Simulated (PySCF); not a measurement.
Broadened absorption spectrum of MeSiCl(SeBu)2

Species: MeSiCl(SeBu)2, C9H21ClSe2Si.
SMILES: `CCCC[Se][Si](C)(Cl)[Se]CCCC`

Theory: PySCF 2.14.0, density-fitted response routines, TDDFT B3LYP/def2-SVPD, vertical, gas phase, core orbitals frozen in the response. One conformer (not necessarily the lowest) at the PBE0-D3(BJ)/def2-SVP geometry, without solvent, vibrations or thermal averaging. The B3LYP/def2-SVPD calculation is non-relativistic and has no spin–orbit coupling, an omission that weighs most on selenium.

Computed states:

```json
{"state": "S1", "E (eV)": "4.69", "f": "0.013"}
{"state": "S2", "E (eV)": "4.75", "f": "0.018"}
{"state": "S3", "E (eV)": "5.12", "f": "0.0041"}
{"state": "S4", "E (eV)": "5.42", "f": "0.040"}
{"state": "S5", "E (eV)": "5.60", "f": "0.020"}
{"state": "S6", "E (eV)": "5.69", "f": "0.021"}
{"state": "S7", "E (eV)": "5.87", "f": "0.020"}
{"state": "S8", "E (eV)": "6.03", "f": "0.015"}
{"state": "S9", "E (eV)": "6.06", "f": "0.0024"}
{"state": "S10", "E (eV)": "6.18", "f": "0.0013"}
```

Broadening: Gaussians 0.5 eV wide at half height, area fixed by f = 4.319×10⁻⁹ ∫ε dν̃. The width is an assumption, not a result. The curve ends short of the highest state used, and states not computed would add to its high-energy end.

Question: Give the broadened spectrum and its maxima.

Answer: 
λ (nm), ε (L mol⁻¹ cm⁻¹) and a bar:
```
    222.3       4270 ##############################
    224.9       4139 #############################
    227.6       3829 ###########################
    230.2       3396 ########################
    232.8       2890 ####################
    235.5       2358 #################
    238.1       1903 #############
    240.7       1552 ###########
    243.4       1321 #########
    246.0       1228 #########
    248.6       1243 #########
    251.3       1339 #########
    253.9       1468 ##########
    256.5       1594 ###########
    259.2       1685 ############
    261.8       1713 ############
    264.4       1672 ############
    267.0       1566 ###########
    269.7       1402 ##########
    272.3       1212 #########
    274.9       1009 #######
    277.6        803 ######
    280.2        624 ####
    282.8        469 ###
    285.5        338 ##
    288.1        240 ##
    290.7        165 #
    293.4        110 #
    296.0         72 
    298.6         46 
    301.2         29 
    303.9         18 
    306.5         11 
    309.1          6 
    311.8          4 
    314.4          2
```

Maxima: 262 nm (4.74 eV), ε about 1700, made up of S1 (39%) and S2 (58%) (ε in L mol⁻¹ cm⁻¹; maxima over ε = 5, shares over 10%). At its high-energy end, 5.58 eV, the curve is still rising (ε about 4300, from S4, S5 and S6).

Question: What would ε be at 4.74 eV, the highest of these maxima, with half the width (0.25 eV)?

Answer: About 3220 L mol⁻¹ cm⁻¹ against 1710, a factor of about 1.9; a lone state at its own centre would give exactly 2.

Question: On this curve, what absorbance would a 10⁻³ mol/L sample give at 254 nm over a 1 cm path?

Answer: 254 nm is 4.881 eV, where ε is about 1500 L mol⁻¹ cm⁻¹, so A = ε c l ≈ 1.5 (Beer–Lambert, with the gas-phase spectrum and the assumed width).

Question: Does any computed singlet lie in the visible range?

Answer: No computed singlet lies in the visible range (380 to 750 nm); the lowest, at 264 nm, stands 1.43 eV above its violet end (3.26 eV).
